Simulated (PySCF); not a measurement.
**Correlation energy of Ca⁸⁺ (calcium, charge +8)**

[Ne] 3s2, closed-shell 1S. Calculation: PySCF 2.14, in an even-tempered Gaussian basis (19 s from 0.4 bohr⁻², ratio 2.5; 12 p from 0.52 bohr⁻², ratio 2.5; 5 d from 2.4 bohr⁻², ratio 2.7; 4 f from 3.5 bohr⁻², ratio 2.7); the spin-free X2C one-electron Hamiltonian (Gaussian nucleus). Frozen: 1s2; 10 electrons correlated; the 22 highest virtual orbitals of each spin left out.

```
  level  correlation energy (mhartree)
   CCSD                        -390.23
    (T)                          -2.64
CCSD(T)                        -392.87
```

Diagnostics: T1 = 0.0019, D1 = 0.0058, largest double amplitude 0.096.

**Question.** Is a single reference adequate?

**Answer.** Mostly. T1 lies below 0.03, but a double amplitude of this size points to a near-degeneracy that CCSD handles and MP2 describes poorly.
